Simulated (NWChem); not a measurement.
System: CH₆BeGe; SMILES [CH3][Be][GeH3]

Input file for NWChem:

```
start job
memory heap 200 mb stack 900 mb global 1100 mb
geometry units angstroms noautosym nocenter noautoz
  Be     0.000000     0.000000     1.271425
  C      0.000000     0.000000     2.947516
  H     -0.187634    -1.006195     3.364393
  H     -0.777573     0.665594     3.364393
  H      0.965208     0.340602     3.364393
  Ge     0.000000     0.000000    -0.934462
  H     -0.111702     1.419572    -1.537611
  H      1.285237    -0.613050    -1.537611
  H     -1.173535    -0.806523    -1.537611
end
basis spherical
  Be library 6-31g*
  C library 6-31g*
  H library 6-31g*
  Ge library 6-31g*
end
dft
  xc xwpbe 1.00 cpbe96 1.0 hfexch 1.00
  cam 0.25 cam_alpha 0.0 cam_beta 1.0
  iterations 150
  vectors input atomic output neutral.movecs
end
task dft energy
charge 1
dft
  odft
  mult 2
  vectors input atomic output cation.movecs
end
task dft energy
```

Structure relaxed at the PBE0/def2-SVP level.

Ions are spin-unrestricted doublets at the neutral geometry; other ion states weren't tried. Functional: LC-ωPBE (HJS hole) with 6-31G*; the question gives the range parameter ω in 1/bohr.

Give the results of this calculation. (LC-wPBE (HJS exchange hole, range parameter 0.25 per bohr)/6-31G* (spherical d), vertical spin-unrestricted ions.) Quantities: vertical ionisation energy, ΔSCF (eV); −ε(HOMO) (eV).

The vertical ionisation energy, ΔSCF (eV) is 9.73. The −ε(HOMO) (eV) is 9.35.
